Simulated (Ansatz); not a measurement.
```yaml
crystal:
  periodic: [false, false, false]
  atoms:
    - {symbol: C, position_ang: [0.370621, 1.168406, -0.917703]}
    - {symbol: B, position_ang: [0.606961, -0.008541, 0.070137]}
    - {symbol: Cl, position_ang: [2.277782, -0.452953, 0.439284]}
    - {symbol: In, position_ang: [-0.961189, -1.305762, 1.060000]}
    - {symbol: H, position_ang: [1.233698, 1.826598, -1.043148]}
    - {symbol: H, position_ang: [0.159137, 0.713995, -1.897373]}
    - {symbol: H, position_ang: [-1.581547, -2.746484, 0.374645]}
    - {symbol: H, position_ang: [-1.581547, -2.746484, 0.324645]}
    - {symbol: H, position_ang: [-1.591406, -0.956727, 2.635531]}
basis:
  gaussian: {orbitals: def2-TZVPP, nuclear_model: gaussian}
hamiltonian: {xc: {name: BHLYP}, dispersion: d3bj}
scf: {lower_state_search: off}
output: {forces: true}
```

```sh
$ ansatz run in.yaml --threads 2 --pin off --events-out ev --progress --plain --max-ram 20480MiB --backend cpu
```

Shortened log:

```
Functional definition: BHLYP
1594 factors; their error is unknown
mean field evaluation 1: about -19232.0744 eV, gradient 5.8e1 eV
mean field evaluation 2: about -19182.2024 eV, gradient 1.2e2 eV
mean field evaluation 4: about -19241.2183 eV, gradient 7.5e0 eV
mean field evaluation 8: about -19241.4295 eV, gradient 2.3e-1 eV
mean field evaluation 16: about -19241.6366 eV, gradient 3.7e-3 eV
mean field -19241.63660453 eV, -707.1171027668 hartree, gradient 9.1e-6 eV, S^2 0.000000; 0 other end points of the search recorded, 0 dependent functions left out
reference -19241.63681743 eV, -707.1171105908 hartree; 27, 27 occupied and 197, 197 virtual orbitals, 1594 factors
Total energy: -19241.94437952 eV, -707.1284132891 hartree
Atom 0 at     0.370621     1.168406    -0.917703 Å, force     1.060422    -3.667987     1.160180 eV/Å
Atom 1 at     0.606961    -0.008541     0.070137 Å, force     0.109033     2.910459    -3.257290 eV/Å
Atom 2 at     2.277782    -0.452953     0.439284 Å, force     0.331436    -0.361576     1.196411 eV/Å
Atom 3 at    -0.961189    -1.305762     1.060000 Å, force     2.538554     4.642434     1.737915 eV/Å
Atom 4 at     1.233698     1.826598    -1.043148 Å, force    -0.352059    -0.060522     0.434924 eV/Å
Atom 5 at     0.159137     0.713995    -1.897373 Å, force    -1.293752     0.764995     0.357449 eV/Å
Atom 6 at    -1.581547    -2.746484     0.374645 Å, force    -0.999199    -1.619247  5734.827531 eV/Å
Atom 7 at    -1.581547    -2.746484     0.324645 Å, force    -0.880929    -1.936351 -5736.367564 eV/Å
Atom 8 at    -1.591406    -0.956727     2.635531 Å, force    -0.513506    -0.672205    -0.089557 eV/Å
Dipole moment:    -0.980964    -1.366154     0.358257 e Å
Checks for a lower state left out: stability, starts, cluster_reference, orbital_swaps, neighbouring_geometries, increment
```

In this input one atom was put on top of another. The run converged. The result belongs to that input, not to the molecule as meant.
